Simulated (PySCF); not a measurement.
**[La(SH)2]+ at several levels of theory**

Computed with PySCF 2.14.0 (density fitting, no spin-orbit coupling) at the geometry relaxed with PBE0:

```xyz
5
[La(SH)2]+ (singlet)
La    0.0000    0.0000   -0.8237
S     1.9780   -0.1137    0.8737
H     2.9457   -0.2082   -0.0756
S    -1.9780    0.1137    0.8737
H    -2.9457    0.2082   -0.0756
```

```tsv
level	basis	state	HOMO (eV)	gap (eV)	charge on La1 (e)	population of f-type functions on La1 (core shells left out)	dipole about the centre of mass (D)	largest force component (eV/Å)
PBE0	La def2-SVP with ECP46, S def2-SVP, H def2-SVP	singlet	-11.84	4.82	1.12	0.09	8.09	0.02
TPSS	the same	singlet	-10.84	3.31	1.11	0.08	7.77	0.41
PBE0	La def2-TZVP with ECP46, S def2-TZVP, H def2-TZVP	singlet	-11.82	4.86	1.33	0.08	7.75	0.18
```

Charges are Mulliken's, which hang on the basis. The relaxation used the grid (50, 194), these runs (75, 302) or, all-electron (x2c bases, spin-free X2C Hamiltonian), (99, 590).

What does M06-L with La def2-SVP with ECP46, S def2-SVP, H def2-SVP give here?

state singlet, HOMO (eV) -10.85, gap (eV) 3.68, charge on La1 (e) 1.27, population of f-type functions on La1 (core shells left out) 0.08, dipole about the centre of mass (D) 8.40, largest force component (eV/Å) 0.31. Time: 2.3 s on 2 threads of AMD EPYC 9R45 96-Core Processor (Zen 5), with other jobs on the host, from an already converged density.

In the first row's basis the gap widens with exact exchange: 3.3 to 3.7 eV for TPSS, M06-L (none); 4.8 eV for PBE0 (a fixed share).
